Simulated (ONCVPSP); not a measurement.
# Before and after: ONCV potential for Mo (Z = 42)

- Element: molybdenum
- Generator: ONCVPSP 4.0.1
- Type: optimised norm-conserving Vanderbilt (ONCV)
- Functional: LDA (Perdew-Wang 92)
- Relativity: scalar-relativistic
- Frozen core: [Ar] 3d10
- Valence charge: 14
- Reference configuration: 4s2 4p6 4d3 (charge +3)
- Partial waves: 4s: rc 1.80 bohr, ncon 4, nbas 7, qcut 6.5 1/bohr, 1 projector; 4p: rc 1.75 bohr, ncon 3, nbas 7, qcut 6.1 1/bohr, 2 projectors, debl 0.7 Ha; 4d: rc 2.10 bohr, ncon 4, nbas 9, qcut 7.7 1/bohr, 2 projectors, debl 1.8 Ha
- Local potential: polynomial inside 1.55 bohr (lpopt 5, dvloc0 -1 Ha)
- Core correction: Teter function, fcfact 2.75, rcfact 1.3

In the p channel the program set the typed energies aside and used -2.578, 0.250 Ha.

Change: s: qcut 8.2; p: qcut 7.7; d: qcut 9.8.

Cutoffs: the cutoffs (Ha) at which the residual kinetic energy of the hardest occupied pseudo-wave falls to 1 and 0.1 mHa per electron; they do not see the model core or the augmentation charge, which bear on the density cutoff. Errors are all-electron minus pseudo energies relative to the spin-unpolarised reference configuration.

Question: Predict the effect on cutoff, ghosts and configuration errors.

Answer: The potential gets harder (19 Ha and 22 Ha → 22 Ha and 27 Ha); of the 4 tests that both files solve, the error grows in 0 and shrinks in 4 by more than 15 % and 0.3 meV (median size 355.7 → 209.8 meV); neither file shows a bound ghost.

```csv
quantity,base,changed
"cutoff, loose",19 Ha,22 Ha
"cutoff, tight",22 Ha,27 Ha
loose cutoff by channel,"s 15 Ha, p 12 Ha, d 19 Ha","s 20 Ha, p 12 Ha, d 22 Ha"
bound ghosts,none,none
GHOST(+) flags under 300 eV,none,none
"error for 4s2 4p6 4d5 5s1, meV [ΔE -49.84 eV]",+694,+411
"error for 4s2 4p6 4d5, meV [ΔE -42.66 eV]",+17,+8.6
"error for 4s2 4p6 4d4, meV [ΔE -26.96 eV]",+8.7,+4.8
"error for 4s2 4p6 4d4 5s2, meV [ΔE -49.70 eV]",+1627,+982
s: phases at 1.83 bohr within 0.05 rad from the reference energy up to (Ha; the scan ends near 5),-1.9,-1.7
p: phases at 1.77 bohr within 0.05 rad from the reference energy up to (Ha; the scan ends near 5),to the end of the scan,to the end of the scan
d: phases at 2.13 bohr within 0.05 rad from the reference energy up to (Ha; the scan ends near 5),to the end of the scan,to the end of the scan
"rms error of d²Exc/dni dnj with the model core, mHa",1.54,1.74
```
